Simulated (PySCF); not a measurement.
## Electron correlation in Cr²⁺ (chromium, charge +2)

[Ar] 3d4, high-spin 5D determinant. Calculation: PySCF 2.14, in def2-TZVPPD; the non-relativistic Hamiltonian (point nucleus). Frozen: [Ar]; 4 electrons correlated.

```
  level  correlation energy (mhartree)
   CCSD                         -43.28
    (T)                          -0.33
CCSD(T)                         -43.61
```

Diagnostics: T1 = 0.0042, D1 = 0.0060, largest double amplitude 0.017.

Question: Is a single reference adequate?

Answer: Yes: T1 lies below 0.03 and no double amplitude reaches 0.07.
